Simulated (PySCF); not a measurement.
**Simulated absorption spectrum**

Species: diethylene glycol, C4H10O3.
Numbering: `[OH:1][CH2:2][CH2:3][O:4][CH2:5][CH2:6][OH:7]` (hydrogens: H8 on O1; H9, H10 on C2; H11, H12 on C3; H13, H14 on C5; H15, H16 on C6; H17 on O7)

Method: TDDFT wB97X-D/def2-SVPD, vertical, gas phase, core orbitals frozen in the response in PySCF. The structure is a single PBE0-D3(BJ)/def2-SVP conformer in the gas phase; no vibrational or solvent corrections.

Broadening: Gaussians 0.4 eV wide at half height, area fixed by f = 4.319×10⁻⁹ ∫ε dν̃. The cross-section is σ = 3.8235×10⁻²¹ ε cm², given in Mb (10⁻¹⁸ cm²). The width is an assumption, not a result. The curve ends short of the highest state used, and states not computed would add to its high-energy end.

E (eV), σ (Mb) and a bar:
```
     6.89       0.00 
     6.92       0.01 
     6.95       0.02 
     6.97       0.02 
     7.00       0.04 
     7.03       0.07 
     7.06       0.11 
     7.09       0.17 
     7.11       0.23 
     7.14       0.34 #
     7.17       0.50 #
     7.20       0.71 #
     7.22       0.88 ##
     7.25       1.19 ##
     7.28       1.56 ###
     7.31       1.99 ###
     7.33       2.31 ####
     7.36       2.81 #####
     7.39       3.33 ######
     7.42       3.85 #######
     7.44       4.18 #######
     7.47       4.63 ########
     7.50       4.99 #########
     7.53       5.25 #########
     7.55       5.36 #########
     7.58       5.43 #########
     7.61       5.37 #########
     7.64       5.20 #########
     7.66       5.04 #########
     7.69       4.73 ########
     7.72       4.39 ########
     7.75       4.04 #######
     7.78       3.74 ######
     7.80       3.59 ######
     7.83       3.46 ######
     7.86       3.49 ######
     7.89       3.72 ######
     7.91       3.99 #######
     7.94       4.59 ########
     7.97       5.42 #########
     8.00       6.45 ###########
     8.02       7.24 ############
     8.05       8.53 ###############
     8.08       9.89 #################
     8.11      11.25 ###################
     8.13      12.13 #####################
     8.16      13.36 #######################
     8.19      14.44 #########################
     8.22      15.34 ##########################
     8.24      15.84 ###########################
     8.27      16.44 ############################
     8.30      16.87 #############################
     8.33      17.15 ##############################
     8.35      17.28 ##############################
     8.38      17.39 ##############################
     8.41      17.43 ##############################
```

Q: Locate the maxima and give the states behind the curve.

A: 164 nm (7.58 eV), ε about 1400, made up of S1 (31%), S2 (39%) and S3 (30%) (ε in L mol⁻¹ cm⁻¹; maxima over ε = 5, shares over 10%). At its high-energy end, 8.41 eV, the curve is still rising (ε about 4600, from S4 and S6). The states used: S1 7.49 eV (f 0.0074); S2 7.55 eV (f 0.0083); S3 7.70 eV (f 0.0081); S4 8.20 eV (f 0.044); S5 8.43 eV (f 0.0031); S6 8.47 eV (f 0.042); S7 8.80 eV (f 0.061); S8 8.82 eV (f 0.0008); S9 8.95 eV (f 0.029); S10 9.01 eV (f 0.106).

Q: Coming from long wavelengths, where does ε first pass 100 L mol⁻¹ cm⁻¹?

A: At about 173 nm (7.15 eV), 0.34 eV below S1.

Q: What would ε be at 7.58 eV, the highest of these maxima, with half the width (0.2 eV)?

A: About 2050 L mol⁻¹ cm⁻¹ against 1420, a factor of about 1.4; a lone state at its own centre would give exactly 2.

The vertical ionisation energy (ΔSCF) is 10.24 eV, 1.23 eV above S10.

Time: 6.7 min wall. Hardware: x86-64 server, one thread, no GPU, on a shared host.
